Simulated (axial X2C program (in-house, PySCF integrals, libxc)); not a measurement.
# Worked dissociation energy of AlPd: PBE0, two-component

Calculated with an axial X2C code built on PySCF integrals. Two-component (2c) means X2C with spin–orbit coupling and atomic mean-field two-electron Coulomb and Gaunt terms. Basis: Pd dyall-cv3z [12s12p8d5f3g], Al dyall-v3z [8s8p2d1f] (cores contracted in-house); Gaussian nuclei, density fitting, unrestricted open shells. Masses: Pd 105.903 u, Al 26.982 u.

Molecular state: Ω = 1/2 (⟨Sz⟩ = 0.50, ⟨Lz⟩ = 0.00 at PBE0).

| Property | Result |
| --- | --- |
| E(Pd) (2M_J = 0) | -5042.927891 hartree |
| E(Al) (2M_J = 1) | -242.668864 hartree |
| E(AlPd) at Re | -5285.695821 hartree |
| ωe | 370.2 cm⁻¹ |
| ωexe | 1.62 cm⁻¹ |

(1) Work out De and D0.

The state is a single determinant with fixed occupations, the lowest that a limited PBE0 search found. De is counted from the lowest determinant-based energies of the atoms at the same level, without counterpoise correction. Density functionals use the spin component along the axis (collinear). The 2c atoms are single determinants rather than J levels; their spin–orbit lowering is only partly caught, and De is too large by that part. This holds for PBE0. Without a current term, density functionals place determinants with orbital angular momentum somewhat too high.

Each atomic determinant is the lowest at this level and need not be a pure J level. Totals compare only within one Hamiltonian and basis.

Results:

(1) De = -5042.927891 + (-242.668864) − (-5285.695821) = 0.09907 hartree = 2.696 eV. The zero-point energy is ωe/2 − ωexe/4 = 185 cm⁻¹ = 0.023 eV, so D0 = 2.673 eV.
